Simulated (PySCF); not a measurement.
Gas-phase XPS of `C[O+]1[AlH2-][O+](C)[AlH2-]1`, computed

C₂H₁₀Al₂O₂.
SMILES with atom numbers: `[CH3:1][O+:2]1[AlH2-:3][O+:4]([CH3:5])[AlH2-:6]1`

Computed, not measured: PySCF 2.14.0, delta-SCF UKS SCAN, pcX-2 on the ionised atom, pcseg-1 elsewhere, spin-free X2C. Each binding energy is the total energy of the core-ionised species, with the hole localised on one atom, minus that of the ground state; both are solved self-consistently, so orbital relaxation is included.

Q: List the computed XPS lines with their assignment.

A: 
```json
{"atom(s)": "C1/C5", "environment": "O-methyl carbon", "level": "C 1s", "binding energy (eV)": "293.00", "count": "2"}
{"atom(s)": "O2/O4", "environment": "oxygen bonded to 2 Al and C", "level": "O 1s", "binding energy (eV)": "538.81", "count": "2"}
{"atom(s)": "Al3/Al6", "environment": "aluminium bonded to 2 O and 2 H", "level": "Al 1s", "binding energy (eV)": "1566.81", "count": "2"}
```

Q: Which photon energy gives electrons from O 1s of O2 (atom 2)/O4 a kinetic energy of 200 eV, and what is their de Broglie wavelength?

A: hν = 538.81 + 200 = 738.81 eV, recoil neglected; λ = 12.264 Å/√(E/eV) = 0.87 Å.

Topologically equivalent atoms share the value of their first member; where this conformer doesn't relate them by symmetry, their own values could differ. Geometry: PBE0-D3(BJ)/def2-SVP; no solvent, vibrations or thermal averaging.

Hardware: one thread of an Arm Neoverse V1, shared host with 32 logical CPUs at a one-minute load of 23. Cost: 31 s of wall time, 0.75 GiB resident at most.
